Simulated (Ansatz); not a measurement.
A nudged elastic band was laid between two geometries of ClH4NSi + FH + FH (11 atoms, charge 0, multiplicity 1).

Computed with RKS BLYP-D4/cc-pVDZ (Ansatz).

```json
{"movable images": "7", "climbing image": "yes", "spring": "5.0 eV/Å²", "optimiser": "quadratic models (default)", "start path": "through a guess of the saddle point", "force threshold": "0.03 eV/Å", "iteration limit": "60", "end points": "relaxed"}
```

Image 0:

```xyz
11
Properties=species:S:1:pos:R:3
Si -0.663 -1.092 -0.697
Cl 1.261 -1.777 0.156
H -0.801 -1.994 -1.880
H -1.641 -1.335 0.399
N -0.688 0.563 -1.179
H 0.338 1.294 1.581
F -0.614 1.452 1.495
H 1.759 -0.053 1.047
F 1.839 0.832 1.441
H -0.109 0.873 -1.966
H -0.680 1.236 -0.396
```

Image 8:

```xyz
11
Properties=species:S:1:pos:R:3
Si -1.334 -0.494 -0.145
Cl 2.649 -0.471 -0.642
H -0.873 -1.912 -0.187
H -2.812 -0.277 -0.173
N -0.580 0.409 -1.399
H 0.570 0.418 1.820
F -0.905 0.032 1.442
H 2.218 0.028 0.529
F 1.515 0.614 1.906
H 0.428 0.283 -1.559
H -0.876 1.371 -1.592
```

Question: What changes between the two ends?

Answer: Bonds broken: Si1–Cl2, H6–F7, H8–F9. Bonds formed: Si1–F7, Cl2–H8, H6–F9. ClH4NSi + FH + FH becomes ClH + FH + FH4NSi.

Question: Give the energies along the band, and the barrier.

Answer: It converged. The highest image is number 3 of 0 to 8, 73.8 kJ/mol above the first end and 109.0 kJ/mol above the last; the last end lies 35.2 kJ/mol below the first. A vibrational analysis at the climbing image gives one clearly imaginary mode, 508i cm⁻¹: a first-order saddle point. The orbitals stay closed-shell, which can raise the energy where a bond breaks towards radicals; this wasn't checked here.

```tsv
image	path coordinate (Å)	energy (kJ/mol)	Si1–Cl2 (Å)	H6–F7 (Å)	H8–F9 (Å)
0	0.00	0.0	2.21	0.97	0.97
1	0.84	2.2	2.22	0.97	0.97
2	1.68	21.3	2.26	0.98	0.99
3	2.52	73.8	2.57	1.21	1.21
4	3.59	10.9	3.40	1.52	1.63
5	4.67	-18.0	3.96	1.58	1.71
6	5.74	-23.7	4.00	1.58	1.70
7	6.82	-31.4	3.79	1.58	1.67
8	7.89	-35.2	4.01	1.57	1.65
```

Question: What is the geometry of the highest image?

Answer: 
```xyz
11
Properties=species:S:1:pos:R:3
Si -0.711 -0.610 -0.390
Cl 1.521 -1.561 0.460
H -0.438 -1.658 -1.439
H -1.804 -1.142 0.480
N -0.908 0.762 -1.425
H 0.725 0.799 1.544
F -0.365 0.626 1.047
H 1.862 -0.350 1.335
F 1.779 0.718 1.896
H -0.689 0.692 -2.420
H -0.972 1.724 -1.087
```

Question: What are the harmonic wavenumbers there?

Answer: 508i, 7i, 82, 212, 224, 290, 318, 429, 469, 495, 633, 698, 722, 770, 840, 887, 951, 1015, 1035, 1123, 1489, 1506, 2099, 2123, 2173, 3467, 3575 cm⁻¹.

Time of the run: 4.2 min on 2 threads of Intel(R) Xeon(R) Platinum 8488C (Sapphire Rapids), on a shared host, peak memory 0.18 GiB.
